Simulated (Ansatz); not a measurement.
The cluster Pd₃H₄⁻. Total charge -1; doublet. Geometry PBE-D4/def2-TZVPD.

```tsv
atom	x (Å)	y (Å)	z (Å)
Pd1	0.4161	0.9490	-0.5455
Pd2	-1.0915	-1.3591	-0.5186
Pd3	1.1003	-1.1603	1.0663
H4	-0.5819	-1.5530	1.0622
H5	0.0752	2.2627	-1.3955
H6	1.2127	0.4999	1.0509
H7	-1.1309	0.3607	-0.7199
```

In the def2 sets Pd takes a core potential; there is no spin–orbit coupling. At PBE-D4/def2-SVPD, PBE-D4/def2-TZVPD the highest occupied level of the charge -1 doublet lies above zero (up to 0.09 eV). By energy differences its removal costs 2.24 eV (vertical, to the charge 0 singlet, at PBE0-D4/def2-TZVPD). At ωB97X-V/def2-TZVPD the charge -1 doublet is spin-contaminated (final ⟨S²⟩ up to 0.91, 0.75 for a pure state). Another isomer (doublet) lies 0.13 eV lower at PBE0-D4/def2-TZVPD.

Estimate the α-spin orbital energies around the gap (eV) in Ansatz with LDA (SPW92)/def2-TZVPD, PBE-D4/def2-SVPD, PBE-D4/def2-TZVPD, PBE0-D4/def2-SVPD, ωB97X-V/def2-TZVPD.


```tsv
orbital	LDA (SPW92)/def2-TZVPD	PBE-D4/def2-SVPD	PBE-D4/def2-TZVPD	PBE0-D4/def2-SVPD	ωB97X-V/def2-TZVPD
HOMO−9	-1.77	-1.51	-1.52	-2.81	-5.23
HOMO−8	-1.56	-1.29	-1.31	-2.51	-4.87
HOMO−7	-1.49	-1.23	-1.25	-2.42	-4.75
HOMO−6	-1.34	-1.07	-1.08	-2.27	-4.60
HOMO−5	-1.15	-0.91	-0.91	-2.12	-4.35
HOMO−4	-1.06	-0.83	-0.84	-2.08	-4.32
HOMO−3	-1.03	-0.79	-0.80	-1.99	-4.20
HOMO−2	-0.94	-0.70	-0.71	-1.91	-4.12
HOMO−1	-0.58	-0.32	-0.33	-1.01	-2.81
HOMO	-0.13	0.09	0.07	-0.62	-2.45
LUMO	1.03	1.27	1.25	1.95	3.50
LUMO+1	1.61	1.80	1.78	2.47	4.06
LUMO+2	1.91	2.09	2.09	2.78	4.36
LUMO+3	2.31	2.47	2.48	3.12	4.61
LUMO+4	3.69	3.74	3.77	4.27	5.62
LUMO+5	3.80	3.86	3.89	4.41	5.76
β HOMO	-0.47	-0.20	-0.22	-0.90	-2.83
β LUMO	0.17	0.49	0.48	1.38	3.21
```
